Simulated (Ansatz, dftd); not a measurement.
Reaction: CH3OSi (SMILES [SiH2]C=O, doublet) → CH3OSi (SMILES O=[C][SiH3], doublet)
Each species at its own B3LYP-D3(BJ)/def2-TZVP minimum (Ansatz, an electronic-structure program).

Quantity: isomerisation energy (electronic), in kcal/mol. Open shells are spin-unrestricted; no spin-orbit coupling. CBS(X,Y): correlation extrapolated as X^-3, Hartree-Fock from the larger set. A bracket is a step between two methods taken in the basis named. The functionals are non-relativistic, so their misses hold any scalar relativity. Double hybrids freeze cores in their MP2 part. 'core' is core correlation in cc-pwCVTZ (1s frozen past Ne), 'X2C' scalar relativity in cc-pVTZ-DK, both at CCSD(T). The UHF reference of CH3OSi (O=C[SiH2], doublet) is spin-contaminated (<S^2> up to 0.11 over the pure value in the sets run).

Compared with CCSD(T)/CBS(cc-pV(T+d)Z,cc-pV(Q+d)Z) + [CCSDT(Q) - CCSD(T)]/cc-pV(D+d)Z + core + X2C (Ansatz): -8.3 kcal/mol.

Costs are rough ratios of core time, to one figure, on one kind of shared machine, summed over the single points of the molecules; atoms, geometries and frequencies are left out. The first row took roughly 20 core seconds; short runs hold start-up time.

```tsv
level	program	cost relative to the first row	difference (kcal/mol)
r2SCAN/def2-TZVPD	Ansatz	1	1.8
r2SCANh/def2-TZVPD	Ansatz	1	1.5
B2PLYP-D4/def2-TZVPD	Ansatz + dftd4	1	-0.7
wB97X-V/def2-TZVPD	Ansatz	2	-2.0
wB97M-V/def2-TZVPD	Ansatz	2	-1.2
```

The dearest row costs roughly 2 times the first. Costs within a factor of two don't rank. The table holds for this case alone.
